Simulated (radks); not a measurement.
The numbers below are computed, except where a source is named.
Task: Ionisation of O, [He] 2s2 2p4, to O+, [He] 2s2 2p3, under several functionals. Scalar-relativistic Kohn-Sham, spin-unpolarised, spherical densities, finite nucleus; a radial shooting solver on a logarithmic mesh with Libxc functionals. Known Delta-SCF values: XLYP 16.477 eV; RPBE 16.381 eV; PBE 16.431 eV. What does SCAN give, and what is its highest occupied eigenvalue?

Result: 16.680 eV by Delta-SCF; the 2p eigenvalue is -9.301 eV. NIST: 13.618 eV (measured).

Beside tabulated values, note that spin-unpolarised runs miss the spin-polarisation part of the exchange energy of open shells.
